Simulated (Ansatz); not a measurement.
This geometry of ClH + F5HOW (10 atoms, charge 0, multiplicity 1) is a first-order saddle point.

These are results of RKS BHLYP-D4/def2-SVP in Ansatz, not measurements.

```xyz
10
Properties=species:S:1:pos:R:3
W 0.063 0.242 0.032
F 0.793 -0.525 1.808
F 1.822 0.041 -0.424
O -0.128 1.940 -0.688
H -0.505 2.062 -1.563
F -1.435 0.475 1.061
F -0.306 -1.563 -0.016
F -0.580 -0.070 -1.693
Cl 1.140 1.964 1.796
H 1.144 0.554 2.215
```

(1) Which two structures does it join? (They come from a converged band through this point; their orientation in space is the band's.)

(2) How far does it lie above each of them?

Results:

(1) Bonds broken: W1–F2, Cl9–H10. Bonds formed: W1–Cl9, F2–H10. ClH + F5HOW becomes ClF4HOW + FH.

First end point:

```xyz
10
Properties=species:S:1:pos:R:3
W -0.117 -0.236 -0.308
F 0.507 -0.056 1.449
F 1.589 -0.605 -0.895
O 0.122 1.554 -0.459
H 0.415 2.352 0.003
F -1.856 -0.049 0.269
F -0.265 -2.026 0.108
F -0.733 -0.476 -2.017
Cl 1.235 2.957 2.054
H 1.109 1.705 2.325
```

Last end point:

```xyz
10
Properties=species:S:1:pos:R:3
W 0.268 0.594 -0.266
F -0.022 -0.528 3.344
F 1.813 0.172 -1.177
O -0.099 1.982 -1.358
H -0.327 2.694 -1.952
F -1.299 0.806 0.672
F 0.611 -0.894 0.816
F -0.622 -0.597 -1.367
Cl 1.428 1.868 1.221
H 0.256 -0.977 2.594
```

(2) 138.3 kJ/mol above the first and 78.6 kJ/mol above the second. This is the barrier of this one path; another mechanism may lie lower. The orbitals stay closed-shell, which can raise the energy where a bond breaks towards radicals; this wasn't checked here.

Time of the run: 11 min on 4 threads of Arm Neoverse V2, on a shared host, peak memory 0.48 GiB.
